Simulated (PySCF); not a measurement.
Worked example: dipole moment from atomic charges

Zn(NH2)(GeH3) (GeH₅NZn), SMILES [NH2][Zn][GeH3]. Atoms are numbered in the order given.

```xyz
8

Zn    -0.0522     0.7658    -0.5034
N      0.0177     2.3252    -1.4663
H     -0.5470     3.1156    -1.1578
H     -0.0582     2.2762    -2.4816
Ge     0.0561    -1.2329     0.8011
H      1.0217    -2.2807     0.1940
H      0.5489    -0.9728     2.2460
H     -1.3179    -1.9348     0.9311
```

Geometry: B3LYP-D3(BJ)/def2-SVP. The structure was generated by enumeration; whether it is a known compound was not checked. The values are those of a single conformer.

Charges (e) from HF/def2-TZVPD run with PySCF:

| atom | IAO | ESP fit |
|---|---|---|
| Zn1 | 1.260 | 0.838 |
| N2 | -1.230 | -1.127 |
| H3 | 0.240 | 0.315 |
| H4 | 0.240 | 0.312 |
| Ge5 | -0.119 | -0.351 |
| H6 | -0.130 | 0.013 |
| H7 | -0.130 | 0.016 |
| H8 | -0.132 | -0.016 |

The dipole moment of the full density is 1.25 D.

Q: What dipole moment does each set of point charges give, and which comes closer to that of the density?

A: 
μ = Σ q r, and 1 e Å = 4.8032 D.
IAO: Σ q r = (-0.270, 0.224, -0.240) e Å, |μ| = 2.04 D.
ESP fit: Σ q r = (-0.231, 0.131, -0.166) e Å, |μ| = 1.50 D.
ESP fit comes closer in size. Point charges leave out the atoms' own dipoles (lone pairs, polarised bonds); fits to the potential absorb them, partitions of the density don't.
